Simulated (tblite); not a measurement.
C₅H₄N₄.
SMILES with atom numbers: `[CH2:1]=[CH:2][n:3]1[n:4][cH:5][c:6]([C:7]#[N:8])[n:9]1` (hydrogens: H10, H11 on C1; H12 on C2; H13 on C5)

Computed with GFN2-xTB (tblite), gas phase: L-BFGS steps from a force-field or distance-geometry start until the largest atomic force falls under 0.01 eV/Å.

Step 7: E = -662.4849 eV
```
atom  x, y, z in Å  |  force x, y, z in eV/Å
C1     -2.7091   -0.0940   -0.1372   -0.226  -0.296  -0.004
C2     -1.6381    0.6737   -0.1253    0.054   0.209  -0.013
N3     -0.3392    0.1907   -0.2012   -0.157  -0.026   0.033
N4     -0.0512   -1.0945   -0.2848   -0.056  -0.053  -0.015
C5      1.2608   -1.1474   -0.3305   -0.052  -0.014   0.025
C6      1.7491    0.1755   -0.2657   -0.185   0.033  -0.017
C7      3.0832    0.5878   -0.2910    0.304   0.159   0.000
N8      4.1899    0.8852   -0.3179   -0.028  -0.019   0.004
N9      0.6976    0.9884   -0.1856    0.034   0.026   0.000
H10    -3.6983    0.3123   -0.0769   -0.061   0.166   0.011
H11    -2.6458   -1.1603   -0.2051    0.131  -0.232  -0.018
H12    -1.7084    1.7452   -0.0593    0.221   0.156   0.009
H13     1.8052   -2.0622   -0.3985    0.021  -0.108  -0.014
```

Step 8: E = -662.4926 eV
```
atom  x, y, z in Å  |  force x, y, z in eV/Å
C1     -2.7112   -0.1028   -0.1373    0.115   0.018  -0.001
C2     -1.6407    0.6752   -0.1256   -0.060  -0.014  -0.011
N3     -0.3422    0.1916   -0.1998   -0.140  -0.057   0.006
N4     -0.0534   -1.0944   -0.2852   -0.046   0.011   0.009
C5      1.2580   -1.1470   -0.3294    0.008   0.023   0.004
C6      1.7458    0.1798   -0.2664   -0.134  -0.056  -0.008
C7      3.0811    0.5925   -0.2904    0.404   0.158  -0.010
N8      4.1906    0.8837   -0.3179   -0.183  -0.049   0.010
N9      0.6944    0.9913   -0.1857    0.005  -0.031   0.002
H10    -3.6921    0.3157   -0.0771   -0.190   0.130   0.013
H11    -2.6439   -1.1692   -0.2057    0.121  -0.178  -0.013
H12    -1.6914    1.7494   -0.0595    0.098   0.077   0.006
H13     1.8005   -2.0652   -0.3990    0.002  -0.032  -0.006
```

Step 9: E = -662.4959 eV
```
atom  x, y, z in Å  |  force x, y, z in eV/Å
C1     -2.7115   -0.1063   -0.1373   -0.001   0.036   0.001
C2     -1.6447    0.6761   -0.1260    0.052   0.016  -0.003
N3     -0.3457    0.1913   -0.1990   -0.039  -0.047  -0.012
N4     -0.0552   -1.0944   -0.2854   -0.021   0.006   0.020
C5      1.2570   -1.1475   -0.3288    0.007   0.037  -0.008
C6      1.7445    0.1806   -0.2670   -0.056  -0.040   0.001
C7      3.0832    0.5956   -0.2903    0.153   0.072  -0.009
N8      4.1925    0.8839   -0.3178   -0.083  -0.016   0.009
N9      0.6925    0.9915   -0.1857   -0.016  -0.063   0.001
H10    -3.6930    0.3199   -0.0769   -0.098   0.028   0.003
H11    -2.6403   -1.1763   -0.2063    0.093  -0.026  -0.002
H12    -1.6834    1.7534   -0.0594    0.036  -0.021   0.000
H13     1.7997   -2.0673   -0.3993   -0.027   0.019  -0.001
```

**Question.** Estimate the geometry and energy of step 10. (The exact step hangs on the optimiser's Hessian estimate; all steps are aligned on step 9, rigid shifts and turns removed.)

**Answer.** E = -662.4965 eV, largest force 0.085 eV/Å
```
atom  x, y, z in Å  |  force x, y, z in eV/Å
C1     -2.7122   -0.1063   -0.1373   -0.006   0.032   0.000
C2     -1.6449    0.6767   -0.1262    0.012  -0.011  -0.001
N3     -0.3468    0.1906   -0.1990   -0.008  -0.034  -0.010
N4     -0.0559   -1.0945   -0.2851   -0.005  -0.016   0.015
C5      1.2568   -1.1473   -0.3288   -0.005   0.006  -0.009
C6      1.7440    0.1802   -0.2671    0.015  -0.013   0.001
C7      3.0846    0.5967   -0.2904   -0.013   0.020  -0.005
N8      4.1932    0.8843   -0.3177    0.004   0.009   0.007
N9      0.6919    0.9904   -0.1856   -0.023  -0.030   0.001
H10    -3.6950    0.3212   -0.0768   -0.043  -0.007  -0.001
H11    -2.6378   -1.1780   -0.2064    0.074   0.041   0.003
H12    -1.6818    1.7541   -0.0593    0.030  -0.024  -0.001
H13     1.7994   -2.0674   -0.3994   -0.032   0.026   0.000
```

The energy changes by -0.0007 eV. The first-order estimate −F·Δx gives -0.0010 eV and the mean of the old and new forces, exact on a quadratic surface, -0.0007 eV. The step makes an angle of 46° with the force vector and moves no atom by more than 0.003 Å.

The cost below is that of the whole relaxation. Hardware: Arm Neoverse V1, one thread, shared host with 32 logical CPUs at a one-minute load of 15. Cost: 0.15 s.
